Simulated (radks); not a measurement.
Results of a calculation; reference values are marked as such.
The mean radii <r> (bohr) of the occupied orbitals of an atom or ion are listed with their occupations. Level of theory: Dirac Kohn-Sham, LDA (Slater exchange, Perdew-Wang correlation), spin-unpolarised, spherical densities, finite nucleus; Fermi nuclear charge, rms radius of each element as measured or else 0.836 A^(1/3) + 0.57 fm (a radial shooting solver on a logarithmic mesh with Libxc functionals).

orbital      occ.     <r>
1s1/2           2  0.1769
2s1/2           2  0.8810
2p1/2    0.666667  0.8278
2p3/2     1.33333  0.8290
5d3/2         0.4   10.55
5d5/2         0.6   10.55

Name the element and its charge. Open shells, if any, are shared by 2j + 1.

Answer. Z = 9, fluorine, charge +2: F2+ in [He] 2s2 2p2 5d1. The 1s radius gives Z: for a bare nucleus <r> = (2 gamma + 1)/(2Z) with gamma = sqrt(1 - (Z/c)^2), 0.1664 bohr for Z = 9, and screening makes it slightly larger (0.1769 here). The occupations add up to 7, and the charge is Z minus that.
